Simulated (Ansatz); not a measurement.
One geometry of Cu₂S₂, several levels of theory.

```yaml
crystal:
  periodic: [false, false, false]
  atoms:
    - {symbol: Cu, position_ang: [0.712495, -1.048308, -0.153367]}
    - {symbol: Cu, position_ang: [-0.762749, 0.915331, 0.458825]}
    - {symbol: S, position_ang: [-1.323672, -0.764813, -0.736525]}
    - {symbol: S, position_ang: [1.373916, 0.897801, 0.431057]}
basis:
  gaussian: {orbitals: def2-TZVP, initial_orbitals: start.molden}
hamiltonian: {xc: pbe, dispersion: d4}
scf: {omitted_lower_state_checks: [starts]}
output: {forces: true, orbitals: {seedname: orbitals}}
```

The file start.molden holds the orbitals of an earlier run on this structure, at another level or in another basis.

```sh
$ ansatz run in.yaml --threads 4 --pin off --events-out ev --progress --plain --max-ram 4787MiB
```

Output, abridged:

```
Functional definition: PBE
1428 factors; their error is unknown
mean field evaluation 1: about -110932.9744 eV, gradient 1.5e1 eV
mean field evaluation 2: about -110933.2244 eV, gradient 4.4e-1 eV
mean field evaluation 4: about -110933.1628 eV, gradient 8.1e-2 eV
mean field -110933.16278641 eV, -4076.7185392022 hartree, gradient 8.2e-5 eV, S^2 0.000000; 0 other end points of the search recorded, 0 dependent functions left out
reference -110933.16282861 eV, -4076.7185407532 hartree; 45, 45 occupied and 119, 119 virtual orbitals, 1428 factors
Total energy: -110933.36010997 eV, -4076.7257907094 hartree
Atom 0 at     0.712495    -1.048308    -0.153367 Å, force     0.083308    -0.128679    -0.009425 eV/Å
Atom 1 at    -0.762749     0.915331     0.458825 Å, force    -0.092203     0.105139     0.063496 eV/Å
Atom 2 at    -1.323672    -0.764813    -0.736525 Å, force     0.056206     0.043615    -0.004657 eV/Å
Atom 3 at     1.373916     0.897801     0.431057 Å, force    -0.047311    -0.020075    -0.049414 eV/Å
Dipole moment:    -0.034823    -0.092158     0.211687 e Å
Checks for a lower state left out: starts
```

Run time 3.3 s (4 threads of Arm Neoverse V1 on a shared host).

As the first input, with `gaussian: {orbitals: def2-TZVPD, initial_orbitals: start.molden}`, `output: {orbitals: {seedname: orbitals}}` (abridged; 3.9 s):

```
Functional definition: PBE
mean field -110933.27477216 eV, -4076.7226546024 hartree, gradient 3.3e-5 eV, S^2 0.000000
Total energy: -110933.47211685 eV, -4076.7299068863 hartree
Checks for a lower state left out: starts
```

The first input with `gaussian: {orbitals: STO-3G}`, `hamiltonian: {xc: hf}`, `output: {orbitals: {seedname: orbitals}}` (abridged; 1.4 s):

```
Functional definition: HF
mean field evaluation 16: about -109583.7941 eV, gradient 3.3e-1 eV
mean field -109583.85399260 eV, -4027.1323556239 hartree, gradient 5.4e-6 eV, S^2 0.000000
Total energy: -109583.85399260 eV, -4027.1323556239 hartree
Checks for a lower state left out: starts
```

First input, but with `gaussian: {orbitals: def2-SVP, initial_orbitals: start.molden}`, `output: {orbitals: {seedname: orbitals}}` (abridged; 1.6 s):

```
Functional definition: PBE
mean field -110911.91219003 eV, -4075.9375941892 hartree, gradient 8.5e-5 eV, S^2 0.000000
Total energy: -110912.10953329 eV, -4075.9448464206 hartree
Checks for a lower state left out: starts
```

First input, but with `hamiltonian: {xc: pbe0, dispersion: d4}`, `output: {orbitals: {seedname: orbitals}}` (abridged; 6 s):

```
Functional definition: PBE0
mean field -110933.92006575 eV, -4076.7463687046 hartree, gradient 2.9e-5 eV, S^2 0.000000
Total energy: -110934.08646375 eV, -4076.7524837184 hartree
Checks for a lower state left out: starts
```

The first input with `gaussian: {orbitals: def2-SVP, initial_orbitals: start.molden}`, `hamiltonian: {xc: {text: "exchange = 0.60*pbe_x + 0.40*exact_x\ncorrelation = pbe_c"}}`, `output: {orbitals: {seedname: orbitals}}` (abridged; 2.5 s):

```
Functional definition: unnamed
mean field -110914.23874636 eV, -4076.0230935576 hartree, gradient 4.0e-5 eV, S^2 0.000000
Total energy: -110914.23878779 eV, -4076.0230950801 hartree
Checks for a lower state left out: starts
```

As the first input, with `hamiltonian: {xc: {name: r2SCANh}, dispersion: d4}`, `output: {orbitals: {seedname: orbitals}}` (abridged; 9 s):

```
Functional definition: r2SCANh
mean field -110951.77909315 eV, -4077.4026758564 hartree, gradient 1.5e-5 eV, S^2 0.000000
Total energy: -110951.82155956 eV, -4077.4042364682 hartree
Checks for a lower state left out: starts
```

Geometry: r2SCAN-D4/def2-SVP.

At PBE-D4/def2-TZVP, PBE0-D4/def2-TZVP the restricted singlet is unstable: a solution with broken spin symmetry lies lower. The restricted singlet is unstable towards broken spin symmetry at other levels; at PBE-D4/def2-TZVPD, PBE-D4/def2-SVP, PBE with 40 % exact exchange/def2-SVP, r2SCANh-D4/def2-TZVP this wasn't settled. The restricted singlet is unstable towards broken spin symmetry in Hartree–Fock (as tested in another run); at HF/STO-3G this wasn't settled. At PBE0-D4/def2-TZVP a triplet of charge 0 lies 0.09 eV below the restricted singlet, each at its own geometry. The structure comes from a short search, and lower isomers may exist.
